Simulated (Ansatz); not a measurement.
Stepwise reaction of `[F][Ga]([F])[F]` with ammonia, as a gas-phase model of exchange steps in deposition or etching. ΔE in kJ/mol; ΔG adds harmonic PBE0-D4 terms to CCSD(T)/CBS, at 1 bar.

Computed with Ansatz on PBE0-D4/def2-TZVP structures; ΔE is electronic, products minus reactants. CCSD(T)/CBS is the MP2 limit (def2-TZVPP, def2-QZVPP) plus CCSD(T) − MP2 in def2-TZVPP, frozen cores. This one scheme is used for every species. DFT in def2-TZVPP. B3LYP here is the variant with VWN-RPA as its local correlation; programs differ in this. For Ga outer-core shells are correlated without core-valence functions, which leaves a few kJ/mol of doubt a bond. Scalar relativity is left out up to krypton. Each species was taken in one conformer, which may not be the lowest.

```tsv
step	reaction	PBE-D4	B3LYP-D4	ωB97M-V	CCSD(T)/CBS	ΔG(500 K)
1	`[F][Ga]([F])[F]` + NH₃ → `[NH2][Ga]([F])[F]` + H–F	25.0	26.0	25.6	15.7	6.4
3	`[NH2][Ga]([NH2])[F]` + NH₃ → `[NH2][Ga]([NH2])[NH2]` + H–F	64.6	67.6	66.7	54.9	49.3
```

(1) Give the row of step 2, `[NH2][Ga]([F])[F]` + NH₃ → `[NH2][Ga]([NH2])[F]` + H–F. (An estimate is asked.)

(2) By hand: ΔE of the 3 steps together at CCSD(T)/CBS.

## Answers

(1) Ansatz gave: 
| step | reaction | PBE-D4 | B3LYP-D4 | ωB97M-V | CCSD(T)/CBS | ΔG(500 K) |
| --- | --- | --- | --- | --- | --- | --- |
| 2 | `[NH2][Ga]([F])[F]` + NH₃ → `[NH2][Ga]([NH2])[F]` + H–F | 46.3 | 48.4 | 47.5 | 36.8 | 38.2 |

(2) (15.7) + (36.8) + (54.9) = 107.4 kJ/mol, or 35.8 kJ/mol a step.

In ΔE each step is higher than the one before. All are uphill at CCSD(T)/CBS. ΔG lies between 6.4 and 49.3 kJ/mol a step. PBE-D4 differs from CCSD(T)/CBS by 9.3 to 9.7 kJ/mol a step. Isolated molecules leave out the surface, adducts and barriers. Largest T1 diagnostic: 0.015.
